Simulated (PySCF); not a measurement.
Ligand exchange on a metal centre used in film growth or etching (Ti Cl-OH). All species are isolated molecules in the gas phase. One relaxed conformer stands for each flexible species; it need not be the lowest.

The numbers are results of PBE-D3(BJ)/def2-TZVP // BP86-D3(BJ)/def2-SVP (PySCF), not measurements. All candidates: neutral, multiplicity 1. 

The HOMO is -7.44 eV. The HOMO–LUMO gap is 4.02 eV and the LUMO is -3.41 eV.

**Question.** Name which member has these values.
A) [Ti(Cl)3(OH)]
B) [Ti(Cl)2(OH)2]
C) [Ti(OH)4]
D) [Ti(Cl)(OH)3]

**Answer.** B, [Ti(Cl)2(OH)2]. The others give [Ti(Cl)(OH)3]: -7.19 eV, 4.33 eV, -2.86 eV; [Ti(OH)4]: -7.30 eV, 5.08 eV, -2.22 eV; [Ti(Cl)3(OH)]: -7.83 eV, 3.81 eV, -4.02 eV
